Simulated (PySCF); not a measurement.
C₆H₄Cl, SMILES Clc1cc[c]cc1, multiplicity 2.

The structure is a stationary point at PBE0-D3(BJ)/def2-SVP. The isomer is the one that the SMILES or the coordinates give; other isomers of the formula were not compared.

These are PySCF with PBE0-D3(BJ)/def2-SVP values and carry that method's errors.

Frequencies are harmonic and unscaled.

```
mode  ν (cm⁻¹)  IR (km/mol)  moving atoms (share of kinetic energy)
----  --------  -----------  --------------------------------------
1          204          0.2                         C 78 %, Cl 16 %
2          302          0.5                 C 61 %, Cl 28 %, H 11 %
3          408          0.0                          C 71 %, H 29 %
4          428          1.6                         Cl 55 %, C 42 %
5          473         18.2                          C 73 %, H 26 %
6          605          0.1                                  C 93 %
7          692          0.5                          C 79 %, H 21 %
8          711         25.6                         C 83 %, Cl 10 %
9          802         52.7                          H 68 %, C 32 %
10         813          0.0                          H 79 %, C 21 %
11         955          0.3                          H 72 %, C 28 %
12         974          0.0                          H 71 %, C 29 %
13         989          6.2                                  C 94 %
14        1056          7.1                          C 51 %, H 49 %
15        1097          8.4                          H 79 %, C 21 %
16        1122         39.6                          C 80 %, H 17 %
17        1159          0.0                          H 89 %, C 11 %
18        1276          0.4                          H 80 %, C 20 %
19        1377          1.3                                  C 92 %
20        1401          3.4                          C 83 %, H 17 %
21        1482         34.2                          C 65 %, H 35 %
22        1616         21.1                                  C 92 %
23        1669          0.1                                  C 96 %
24        3211          0.3                           H 92 %, C 8 %
25        3211          0.3                           H 92 %, C 8 %
26        3230          0.3                           H 91 %, C 9 %
27        3231          0.0                           H 91 %, C 9 %
```
